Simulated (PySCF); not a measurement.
**Broadened absorption spectrum of C2H7ClSSi2**

Compound: C2H7ClSSi2.
InChI=1S/C2H7ClSSi2/c3-6-4-1-2-5/h1-2H,6H2,5H3/b2-1-

The calculation used TDDFT CAM-B3LYP/def2-SVPD, vertical, gas phase, core orbitals frozen in the response in PySCF 2.14.0, density-fitted response routines. Isolated species at its GFN2-xTB geometry (one conformer only). Torsions of this conformer, `[SiH3:1]/[CH:2]=[CH:3]\[S:4][SiH2:5][Cl:6]`: C2–C3–S4–Si5 -166°, C3–S4–Si5–Cl6 -179°.

Broadening: Gaussians 0.5 eV wide at half height, area fixed by f = 4.319×10⁻⁹ ∫ε dν̃. The width is an assumption, not a result. The curve ends short of the highest state used, and states not computed would add to its high-energy end.

```json
{"E (eV)": "4.50", "ε (L mol⁻¹ cm⁻¹)": "2"}
{"E (eV)": "4.59", "ε (L mol⁻¹ cm⁻¹)": "9"}
{"E (eV)": "4.68", "ε (L mol⁻¹ cm⁻¹)": "33"}
{"E (eV)": "4.77", "ε (L mol⁻¹ cm⁻¹)": "108"}
{"E (eV)": "4.86", "ε (L mol⁻¹ cm⁻¹)": "315"}
{"E (eV)": "4.95", "ε (L mol⁻¹ cm⁻¹)": "817"}
{"E (eV)": "5.04", "ε (L mol⁻¹ cm⁻¹)": "1890"}
{"E (eV)": "5.13", "ε (L mol⁻¹ cm⁻¹)": "3860"}
{"E (eV)": "5.22", "ε (L mol⁻¹ cm⁻¹)": "6876"}
{"E (eV)": "5.30", "ε (L mol⁻¹ cm⁻¹)": "10144"}
{"E (eV)": "5.39", "ε (L mol⁻¹ cm⁻¹)": "13532"}
{"E (eV)": "5.48", "ε (L mol⁻¹ cm⁻¹)": "15310"}
{"E (eV)": "5.57", "ε (L mol⁻¹ cm⁻¹)": "14640"}
{"E (eV)": "5.66", "ε (L mol⁻¹ cm⁻¹)": "11861"}
{"E (eV)": "5.75", "ε (L mol⁻¹ cm⁻¹)": "8271"}
{"E (eV)": "5.84", "ε (L mol⁻¹ cm⁻¹)": "5216"}
{"E (eV)": "5.93", "ε (L mol⁻¹ cm⁻¹)": "3319"}
{"E (eV)": "6.02", "ε (L mol⁻¹ cm⁻¹)": "2410"}
{"E (eV)": "6.11", "ε (L mol⁻¹ cm⁻¹)": "1976"}
{"E (eV)": "6.20", "ε (L mol⁻¹ cm⁻¹)": "1618"}
{"E (eV)": "6.29", "ε (L mol⁻¹ cm⁻¹)": "1229"}
{"E (eV)": "6.38", "ε (L mol⁻¹ cm⁻¹)": "901"}
{"E (eV)": "6.47", "ε (L mol⁻¹ cm⁻¹)": "758"}
{"E (eV)": "6.56", "ε (L mol⁻¹ cm⁻¹)": "850"}
```

(1) Locate the maxima and give the states behind the curve.

(2) On this curve, what absorbance would a 10⁻⁴ mol/L sample give at 266 nm over a 1 cm path?

(3) Coming from long wavelengths, where does ε first pass 100 L mol⁻¹ cm⁻¹?

Results:

(1) 225 nm (5.50 eV), ε about 15000, made up of S2 (97%) (ε in L mol⁻¹ cm⁻¹; maxima over ε = 5, shares over 10%). At its high-energy end, 6.56 eV, the curve is still rising (ε about 850, from S3, S5 and S6). The states used: S1 5.25 eV (f 0.017); S2 5.51 eV (f 0.276); S3 6.09 eV (f 0.031); S4 6.40 eV (f 0.0005); S5 6.68 eV (f 0.0044); S6 6.86 eV (f 0.021); S7 7.08 eV (f 0.019); S8 7.16 eV (f 0.0015).

(2) 266 nm is 4.661 eV, where ε is about 25 L mol⁻¹ cm⁻¹, so A = ε c l ≈ 0.0025 (Beer–Lambert, with the gas-phase spectrum and the assumed width).

(3) At about 260 nm (4.77 eV), 0.49 eV below S1.
